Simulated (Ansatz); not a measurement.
One change: `CB(Cl)OC(C)=O` becomes `CC(=O)O[SiH2]F`.

Ansatz, PBE0-D4/def2-TZVP geometries, multiplicity 1. Each molecule was computed in one conformer, which needn't be the lowest.

```
                                      property  `CB(Cl)OC(C)=O`
           LUMO energy (B3LYP/def2-TZVPP) / eV            -1.17
          HOMO–LUMO gap (PBE0/def2-TZVPP) / eV             7.49
         HOMO–LUMO gap (B3LYP/def2-TZVPP) / eV             6.99
size of the dipole moment (PBE/def2-TZVPP) / D             1.83
            LUMO energy (PBE0/def2-TZVPP) / eV            -0.93
           HOMO–LUMO gap (PBE/def2-TZVPP) / eV             4.75
```

(1) Give the same properties after the change, and the shifts. (An estimate is asked.)

## Answers

(1) Computed: 
```json
{"property": "LUMO energy (B3LYP/def2-TZVPP) / eV", "`CC(=O)O[SiH2]F`": "-0.58", "shift": "0.59"}
{"property": "HOMO–LUMO gap (PBE0/def2-TZVPP) / eV", "`CC(=O)O[SiH2]F`": "8.26", "shift": "0.77"}
{"property": "HOMO–LUMO gap (B3LYP/def2-TZVPP) / eV", "`CC(=O)O[SiH2]F`": "7.72", "shift": "0.73"}
{"property": "size of the dipole moment (PBE/def2-TZVPP) / D", "`CC(=O)O[SiH2]F`": "1.83", "shift": "0.00"}
{"property": "LUMO energy (PBE0/def2-TZVPP) / eV", "`CC(=O)O[SiH2]F`": "-0.29", "shift": "0.64"}
{"property": "HOMO–LUMO gap (PBE/def2-TZVPP) / eV", "`CC(=O)O[SiH2]F`": "5.43", "shift": "0.68"}
```

With PBE0 the HOMO falls by 0.13 eV and the LUMO rises by 0.64 eV, so the gap widens by about 0.77 eV. PBE moves the HOMO by -0.13 eV and ωB97M-V by -0.15 eV. Dipoles are sizes alone; their direction can turn.

B3LYP here is the variant with VWN-RPA as its local correlation; programs differ in this.
